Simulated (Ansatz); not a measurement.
Isolated molecules relaxed with PBE0-D4/def2-TZVP in Ansatz; ΔE leaves out vibrations. CCSD(T)/CBS is the MP2 limit (def2-TZVPP, def2-QZVPP) plus CCSD(T) − MP2 in def2-TZVPP, frozen cores. This one scheme is used for every species. DFT in def2-TZVPP. HSE06 is defined as in plane-wave codes. For Ga outer-core shells are correlated without core-valence functions, which leaves a few kJ/mol of doubt a bond. Scalar relativity is left out up to krypton. One conformer a species, not always the lowest.

`N[SiH](N)O` + `[F][GaH][Cl]` → `N[SiH](N)[Ga]([F])[Cl]` + H₂O  (formal exchange of groups at the Si–O bond)

`N[SiH](N)O`:

Cartesian coordinates in Å:
```
N 0.635 1.156 0.618
Si 0.063 -0.012 -0.496
N 0.068 -1.479 0.375
O -1.360 0.566 -1.093
H 0.589 2.135 0.385
H 1.445 0.953 1.182
H 0.841 -0.266 -1.732
H -0.302 -1.539 1.310
H 0.028 -2.363 -0.103
H -2.008 0.850 -0.446
```

`[F][GaH][Cl]`:

Z-matrix (Å, degrees):
```
Ga
F 1 1.744
Cl 1 2.122 2 113.4
H 1 1.541 2 120.8 3 180.0
```

`N[SiH](N)[Ga]([F])[Cl]`:

Z-matrix (Å, degrees):
```
Si
N 1 1.707
Ga 1 2.420 2 117.7
N 1 1.702 2 110.3 3 113.6
H 1 1.490 2 103.8 3 -119.1
H 2 1.007 1 122.0 3 -59.0
H 2 1.007 1 120.6 3 93.5
F 3 1.757 1 128.0 2 -52.5
Cl 3 2.164 1 121.6 2 125.7
H 4 1.006 1 122.1 2 -139.4
H 4 1.007 1 123.0 2 57.3
```

H₂O:

Z-matrix (Å, degrees):
```
O
H 1 0.960
H 1 0.960 2 105.1
```

CCSD(T)/CBS gives +87.2 kJ/mol.

**Question.** Another level gave +94.3 kJ/mol. Which?
A. PBE0-D4/def2-TZVPP
B. CCSD(T)/def2-TZVPP
C. HSE06/def2-TZVPP
D. BHLYP/def2-TZVPP

**Answer.** B. CCSD(T)/def2-TZVPP 94.3, PBE0-D4 76.0, BHLYP 103.4, HSE06 80.8 kJ/mol.

Largest T1 diagnostic among the species: 0.013.

Leaving LDA and LC-ωPBE aside and taking each functional with its dispersion term where it has one, the values, not all of them listed here, spread over 32.3 kJ/mol, from PBE-D4 to B97M-V. LDA lies +7.0 kJ/mol from PBE without D4. In def2-TZVPP, CCSD(T) changes the Hartree–Fock value by −25.8 kJ/mol (the triples alone add −3.7 kJ/mol) and MP2 by −23.0 kJ/mol.
